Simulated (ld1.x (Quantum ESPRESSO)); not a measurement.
Reading a pseudo-wave (O)

Columns: radius, all-electron u(r) and pseudo u(r) of the 2s shell (level -24.08 eV) of oxygen in the configuration [He] 2s1.75 2p4.25; PBE, scalar-relativistic, PAW scheme, ld1.x (Quantum ESPRESSO) 7.5.

```
r (bohr)  all-electron   pseudo
   0.060        0.3670  -0.1211
   0.120        0.4134  -0.2398
   0.180        0.3011  -0.3539
   0.240        0.1199  -0.4613
   0.300       -0.0806  -0.5602
   0.360       -0.2737  -0.6493
   0.420       -0.4463  -0.7275
   0.480       -0.5929  -0.7944
   0.540       -0.7122  -0.8497
   0.600       -0.8049  -0.8935
   0.660       -0.8733  -0.9265
   0.720       -0.9202  -0.9491
   0.780       -0.9486  -0.9623
   0.840       -0.9616  -0.9667
   0.900       -0.9619  -0.9631
   0.960       -0.9520  -0.9520
   1.020       -0.9339  -0.9339
   1.080       -0.9095  -0.9095
   1.140       -0.8805  -0.8805
   1.200       -0.8481  -0.8481
   1.260       -0.8133  -0.8133
   1.320       -0.7770  -0.7770
   1.380       -0.7400  -0.7400
   1.440       -0.7028  -0.7028
   1.500       -0.6658  -0.6658
   1.560       -0.6294  -0.6294
```

How many radial nodes do the two functions have?

The all-electron 2s function has n − l − 1 = 1; the pseudo-wave has 0, since the states of the same l below it are removed with the core.

At about which radius was the pseudo-wave matched?

1.00 bohr, where the columns begin to agree (steps of 0.06 bohr).

Where does each function peak?

Outermost all-electron maximum near 0.90 bohr, pseudo maximum near 0.84 bohr (to the table’s step).

Is the pseudo-wave norm-conserving?

No, it belongs to a PAW set: the norm inside the radius is not constrained, and the difference is carried by the augmentation charge.
